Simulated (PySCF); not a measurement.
```xyz
7

C      1.1060     0.0779    -0.0426
Si    -0.7271    -0.0631     0.0305
H      1.7032     0.3937     0.8065
H      1.6696    -0.1111    -0.9507
H     -1.1971    -1.1751    -0.8389
H     -1.1704    -0.3088     1.4282
H     -1.3849     1.1887    -0.4454
```

Charge 0, multiplicity 2.

Question: Give the Mulliken and meta-Löwdin atomic charges from PBE0-D4/def2-TZVP (PySCF).

Answer: 
```
atom  Mulliken (e)  meta-Löwdin (e)
----  ------------  ---------------
C1           -0.40            -0.48
Si2           0.18             0.47
H3            0.15             0.14
H4            0.15             0.14
H5           -0.02            -0.09
H6           -0.03            -0.09
H7           -0.02            -0.09
```
